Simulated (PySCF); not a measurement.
C₆ coefficients of unlike pairs at PBE0

Calculated with PySCF 2.14 from the dipole response of each species, C₆(A,B) = (3/π) ∫ α_A(iu) α_B(iu) du, in atomic units, from isotropic polarisabilities. For ions this is the dispersion term alone; charge-induced terms of lower order in 1/R come first.

```json
{"species": "Cl", "configuration": "[Ne] 3s2 3p5 (2P)", "basis": "x2c-TZVPPall with one added diffuse shell each of s, p, d type (6s6p4d1f)", "relativity": "spin-free X2C", "α (bohr³)": "14.88", "C₆ (like pair)": "94.63"}
{"species": "Mg", "configuration": "[Ne] 3s2 (1S)", "basis": "aug-cc-pVTZ with one added diffuse shell each of s, p, d, f type (7s6p4d3f)", "relativity": "none", "α (bohr³)": "75.19", "C₆ (like pair)": "676.9"}
{"species": "Cl²⁺", "configuration": "[Ne] 3s2 3p3 (4S)", "basis": "x2c-QZVPPall with one added diffuse shell each of s, p, d, f type (10s7p5d3f1g)", "relativity": "spin-free X2C", "α (bohr³)": "5.834", "C₆ (like pair)": "20.74"}
{"species": "B", "configuration": "[He] 2s2 2p1 (2P)", "basis": "aug-cc-pVTZ with one added diffuse shell each of s, p, d, f type (6s5p4d3f)", "relativity": "none", "α (bohr³)": "22.63", "C₆ (like pair)": "110.2"}
```

Task: Estimate C₆ for Mg with Cl.

Result: The integral gives 209.6. The combination rule 2 C_A C_B / (C_A α_B/α_A + C_B α_A/α_B) gives 209.3 and the geometric mean 253.1.

No spin-orbit coupling is included.

The other pairs:

| pair | C₆ |
| --- | --- |
| Cl²⁺, Cl | 43.73 |
| B, Cl²⁺ | 42.79 |
| B, Mg | 260.8 |
| B, Cl | 97.19 |
| Cl²⁺, Mg | 88.50 |
